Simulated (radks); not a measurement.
The numbers below are computed, except where a source is named.
Species: Xe2+. Configuration: [Kr] 4d10 5s2 5p3.5 6p0.5 (fractional occupations, a model configuration). Level of theory: Dirac Kohn-Sham, LDA (Slater exchange, Perdew-Wang correlation), spin-unpolarised, spherical densities, point nucleus; open shells are shared between the two j in proportion to 2j + 1 (a radial shooting solver on a logarithmic mesh with Libxc functionals).

Spin-orbit splittings of the eigenvalues, e(l+1/2) - e(l-1/2), with zeta = 2 splitting/(2l+1) and mean radii in bohr:

2p: occ. 6; splitting (eV) 324.2; zeta (eV) 216.1; <r> j=l-1/2 0.09624; <r> j=l+1/2 0.1020
3p: occ. 6; splitting (eV) 61.56; zeta (eV) 41.04; <r> j=l-1/2 0.2965; <r> j=l+1/2 0.3082
3d: occ. 10; splitting (eV) 13.02; zeta (eV) 5.210; <r> j=l-1/2 0.2789; <r> j=l+1/2 0.2826
4p: occ. 6; splitting (eV) 12.41; zeta (eV) 8.271; <r> j=l-1/2 0.7454; <r> j=l+1/2 0.7736
4d: occ. 10; splitting (eV) 2.008; zeta (eV) 0.8031; <r> j=l-1/2 0.8683; <r> j=l+1/2 0.8791
5p: occ. 3.5; splitting (eV) 1.647; zeta (eV) 1.098; <r> j=l-1/2 2.003; <r> j=l+1/2 2.080
5d: occ. 0; splitting (eV) 0.1527; zeta (eV) 0.06106; <r> j=l-1/2 3.002; <r> j=l+1/2 3.035
6p: occ. 0.5; splitting (eV) 0.3067; zeta (eV) 0.2045; <r> j=l-1/2 4.814; <r> j=l+1/2 4.948
